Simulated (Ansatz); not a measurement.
Cost and result for the atomization energy of C2H2ClGaO2 (`C#C[O][Ga]([OH])[Cl]`) (8 atoms, 7 bonds).

The species carries charge 0 and has multiplicity 1. Correlated methods include outer-core shells of Ga, which these sets cover unevenly. Scalar relativity is left out up to krypton. All single points use the PBE0-D4/def2-TZVP geometry. It is one conformer, not always the lowest. Program: Ansatz. All runs use 4 threads of an Arm Neoverse V2 on a shared host. Times are those of one run each, without the atoms' runs, and a repeat can differ threefold. Electronic energies, without spin–orbit coupling; frozen cores. CCSD(T)/CBS adds CCSD(T) − MP2 in def2-TZVPP to the MP2 limit, and its time is that of the two runs behind it. T1 = 0.014. With those shells the extrapolation isn't a true limit. B3LYP takes the VWN-RPA correlation (the form of Gaussian; ORCA's B3LYP/G). HSE06 is the plane-wave form, built on full-range PBE exchange.

CCSD(T)/CBS is a level of theory with its own doubt, some kJ/mol a heavy atom from the limit and from the frozen cores, so smaller differences don't rank the functionals.

```
                            level  functions  wall time
  PBE-D4/def2-TZVPP (with forces)        242        3 s
               PBE0-D4/def2-TZVPP        242      4.1 s
              HSE06-D4/def2-TZVPP        242      4.6 s
          CAM-B3LYP-D4/def2-TZVPP        242      4.9 s
B3LYP-D4/def2-TZVPP (with forces)        242      6.5 s
            r2SCANh-D4/def2-TZVPP        242      7.5 s
                B2PLYP/def2-TZVPP        242      7.5 s
                B97M-V/def2-TZVPP        242       10 s
               ωB97X-V/def2-TZVPP        242       10 s
                 CCSD(T)/def2-SVP        116       11 s
                   MP2/def2-QZVPP        447       26 s
               CCSD(T)/def2-TZVPP        242    4.5 min
                CCSD(T)/CBS(def2)          –    4.9 min
```

Task: What atomization energy does each give, and how far from CCSD(T)/CBS? (Best estimate.)

Result: The calculation gave: 
```tsv
level	atomization (kcal/mol)	difference from CCSD(T)/CBS	per bond
PBE-D4/def2-TZVPP (with forces)	783.0	25.9	3.7
PBE0-D4/def2-TZVPP	756.1	-1.0	-0.1
HSE06-D4/def2-TZVPP	757.1	0.0	0.0
CAM-B3LYP-D4/def2-TZVPP	753.0	-4.1	-0.6
B3LYP-D4/def2-TZVPP (with forces)	746.7	-10.4	-1.5
r2SCANh-D4/def2-TZVPP	751.3	-5.8	-0.8
B2PLYP/def2-TZVPP	747.1	-10.0	-1.4
B97M-V/def2-TZVPP	755.4	-1.7	-0.2
ωB97X-V/def2-TZVPP	755.1	-2.0	-0.3
CCSD(T)/def2-SVP	711.1	-46.0	-6.6
MP2/def2-QZVPP	785.5	28.4	4.1
CCSD(T)/def2-TZVPP	735.8	-21.3	-3.0
CCSD(T)/CBS(def2)	757.1	0.0	0.0
```

At CCSD(T), def2-SVP lies −46.0 kcal/mol from the extrapolated value and def2-TZVPP −21.2 kcal/mol: correlation converges slowly with the basis, and small sets miss more of it in the bonded molecule than in its fragments. From r2SCAN to r2SCAN0 (25 % exact exchange), in def2-TZVPP and without D4, the atomization energy moves by −24.0 kcal/mol: exact exchange takes away binding that semilocal exchange gives to molecules. Leaving LDA and LC-ωPBE aside and taking each functional with its dispersion term where it has one, the values, not all of them listed here, spread over 72.2 kcal/mol, from BHLYP-D4 to PBE-D4. LDA lies +117.8 kcal/mol from PBE without D4, its usual overbinding.
